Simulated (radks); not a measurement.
Values are calculated unless marked as measured or tabulated.
Ionisation of Pb, [Hg] 6p2, to Pb+, [Hg] 6p1, under several functionals. Dirac Kohn-Sham, spin-unpolarised, spherical densities, finite nucleus; open shells fill j = l - 1/2 first; a radial shooting solver on a logarithmic mesh with Libxc functionals.

functional,E(Pb) (hartree),Exc (hartree),IE (eV),-e(HOMO) (eV),<r> HOMO (bohr),IE error (eV)
"LDA (Slater exchange, Perdew-Wang correlation)",-20911.4532,-378.8254,7.642,4.224,3.063,+0.225
exchange-only PBE,-20917.7078,-385.1137,6.653,3.338,3.210,-0.764
XLYP,-20924.9007,-392.3785,7.353,3.953,3.120,-0.063
OLYP,-20929.9237,-397.6317,7.095,3.730,3.120,-0.322
BLYP,-20923.7931,-391.2615,7.326,3.926,3.110,-0.090
"LDA (Slater exchange, VWN5 correlation)",-20911.4874,-378.8601,7.642,4.224,3.062,+0.225

NIST Atomic Spectra Database: 7.417 eV (measured). Closest: XLYP. The Delta-SCF values span 0.99 eV, the total energies 18.47 hartree. The highest occupied level is 6p1/2. Spin polarisation and multiplet splitting are left out, so open shells lie too high by an amount that depends on their filling.

Beside tabulated values, note that spin-unpolarised runs miss the spin-polarisation part of the exchange energy of open shells.
